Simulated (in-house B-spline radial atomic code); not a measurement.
Configurations of Mo, with energies counted from [Kr] 4d5 5s1. Method: scalar-relativistic (X2C) CAM-B3LYP, spin-polarised, spherical fractional occupations, exact exchange averaged over the configuration, Fermi nucleus of rms radius 4.4091 fm. Calculated with an all-electron radial atomic-structure program (B-spline basis). Shells without spins written out take the highest spin.

Occupations are held fixed; configurations that lie above the ionisation limit could autoionise.

| configuration | E - E(ref) (eV) | highest orbital | its <r> (bohr) |
| --- | --- | --- | --- |
| [Kr] 4d4 5s2 | 1.543 | 5s down | 3.599 |
| [Kr] 4d5 5f1 | 6.4123 | 5f up | 29.82 |
| [Ar] 3d10 4s2 4p5 4d5 5s1 5p1 | 36.293 | 5p up | 4.298 |
| [Ar] 3d10 4s2 4p5 4d5 5s1 5d1 | 39.528 | 5d up | 10.19 |
| [Ar] 3d9 4s2 4p6 4d5 5s1 5f1 | 233.8 | 5f up | 29.73 |

Q: Order these further configurations by energy, lowest first.
A. [Ar] 3d10 4s2 4p5 4d5 4f1 5s1
B. [Kr] 4d5 6p1
C. [Kr] 4d4 5s1 5p1
D. [Kr] 4d5 5d1
E. [Kr] 4d4 4f1 5s1

A: C (3.7988 eV), B (5.3878 eV), D (5.4976 eV), E (7.6588 eV), A (40.214 eV).

Q: How far above the reference does [Ar] 3d10 4s2 4p5 4d5 5s1 6f1 lie?

A: 40.674 eV; its least bound orbital is 6f up with <r> = 44.56 bohr.
